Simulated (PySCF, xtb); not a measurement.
C₅H₅FO, SMILES O=C[C@]1(F)C=CC1.

GFN2-xTB in xtb at its own geometry gives an orbital gap of 3.44 eV and a dipole moment of 1.61 D.

Geometry optimised at r2SCAN-D4/def2-SVP. The structure was generated by enumeration; whether it is a known compound was not checked. One conformer was computed; it need not be the lowest.

Q: What does PBE/def2-TZVP run with PySCF give? (An estimate is asked for; the answer gives what the named calculation found.)

A: gap 3.56 eV (levels -6.10 and -2.54 eV), dipole 1.58 D.
